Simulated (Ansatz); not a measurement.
Ansatz (a first-principles code) input (CCSD(T)/aug-cc-pV(D+d)Z):
A basis named .json is the Basis Set Exchange file of that set.

Ansatz 0.2 input:
```yaml
crystal:
  periodic: [false, false, false]
  atoms:
    - {symbol: Si, position_ang: [-0.04215090, -1.05743513, -0.62250328]}
    - {symbol: N, position_ang: [-1.03995227, -0.33612121, 0.59420336]}
    - {symbol: Si, position_ang: [-2.56404203, 0.48517450, 0.43700529]}
    - {symbol: O, position_ang: [1.47287207, -0.41446808, -0.61816329]}
    - {symbol: Si, position_ang: [2.44252537, 0.69072647, 0.11493685]}
    - {symbol: H, position_ang: [-0.68868653, -0.75190738, -1.93007641]}
    - {symbol: H, position_ang: [-0.73247369, -0.48854826, 1.54723928]}
    - {symbol: H, position_ang: [-2.51924593, 1.80386136, 1.11525690]}
    - {symbol: H, position_ang: [-2.81676545, 0.67135297, -1.00664825]}
    - {symbol: H, position_ang: [-3.67766379, -0.28861672, 1.03816305]}
    - {symbol: H, position_ang: [2.25851925, 0.63944639, 1.58558934]}
    - {symbol: H, position_ang: [2.11762456, 2.05519771, -0.36064782]}
    - {symbol: H, position_ang: [3.84672692, 0.36928520, -0.21513731]}
basis:
  gaussian:
    orbitals: aug-cc-pV_D+d_Z.json
magnetization: {spin_polarized: true, initial_magnetization: 1}
correlation: {method: ccsd_t, electrons: outside_noble_gas}
output: {forces: true}
```

End of the output:

```
Total energy: -27256.53645253 eV, -1001.6592394863 hartree
Atom 0 at    -0.042151    -1.057435    -0.622503 Å, force    -0.462942    -0.449138    -0.278599 eV/Å
Atom 1 at    -1.039952    -0.336121     0.594203 Å, force     0.114770    -0.015509     0.116235 eV/Å
Atom 2 at    -2.564042     0.485175     0.437005 Å, force    -0.487959     0.248164    -0.039208 eV/Å
Atom 3 at     1.472872    -0.414468    -0.618163 Å, force     0.350411    -0.417392    -0.558954 eV/Å
Atom 4 at     2.442525     0.690726     0.114937 Å, force     0.437180     0.602433     0.434475 eV/Å
Atom 5 at    -0.688687    -0.751907    -1.930076 Å, force    -0.054669    -0.016341    -0.073110 eV/Å
Atom 6 at    -0.732474    -0.488548     1.547239 Å, force     0.132096    -0.085788     0.387104 eV/Å
Atom 7 at    -2.519246     1.803861     1.115257 Å, force     0.005273     0.107079     0.056193 eV/Å
Atom 8 at    -2.816765     0.671353    -1.006648 Å, force    -0.013239     0.013631    -0.150724 eV/Å
Atom 9 at    -3.677664    -0.288617     1.038163 Å, force    -0.093295    -0.063293     0.050249 eV/Å
Atom 10 at     2.258519     0.639446     1.585589 Å, force    -0.010105    -0.001221     0.124655 eV/Å
Atom 11 at     2.117625     2.055198    -0.360648 Å, force    -0.021996     0.108183    -0.037806 eV/Å
Atom 12 at     3.846727     0.369285    -0.215137 Å, force     0.104475    -0.030808    -0.030509 eV/Å
Dipole moment:    -0.034739     0.053855     0.224696 e Å
```

It need not be the lowest isomer of its formula.
